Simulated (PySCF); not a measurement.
C2H6AlBrO, SMILES C[O][Al]([CH3])[Br]. Atoms are numbered in the order given.

```xyz
11

Al     0.6526    -0.5763     0.0000
Br    -0.3976     1.4430     0.0000
C      2.5840    -0.7223     0.0000
H      2.9069    -1.7750     0.0000
H      3.0138    -0.2255     0.8858
H      3.0138    -0.2255    -0.8858
O     -0.3290    -1.9552     0.0000
C     -1.6912    -2.2780     0.0000
H     -1.9436    -2.8802     0.8911
H     -2.3389    -1.3815     0.0000
H     -1.9436    -2.8802    -0.8911
```
Charge 0, spin multiplicity 1.

Geometry optimised at B3LYP-D3(BJ)/def2-SVP. One conformer was computed; it need not be the lowest.

Two levels are set side by side: PBE/pcSseg-1 (PySCF) and HF/pcSseg-1 (PySCF). GIAO shifts against H2O (¹⁷O), TMS (¹H), TMS (¹³C) at the same level; non-relativistic, no solvent, atoms listed together averaged. Without spin–orbit terms, shifts of atoms bonded to Cl or Br come out too high at both levels. Differences are taken from unrounded values.

```csv
quantity,PBE
δ(¹³C) of C3 (ppm),-10.4
δ(¹⁷O) of O7 (ppm),84.8
δ(¹³C) of C8 (ppm),58.9
```

These are the PBE values. What does HF give? (Estimate from the structure and the level; the computed values follow.)


```
quantity               HF  PBE minus HF
------------------  -----  ------------
δ(¹³C) of C3 (ppm)  -10.3          -0.1
δ(¹⁷O) of O7 (ppm)   16.9          67.9
δ(¹³C) of C8 (ppm)   51.3           7.7
```

Rough cost on one machine, each run with all the roots and properties that it gave: HF against PBE within a factor of 2.
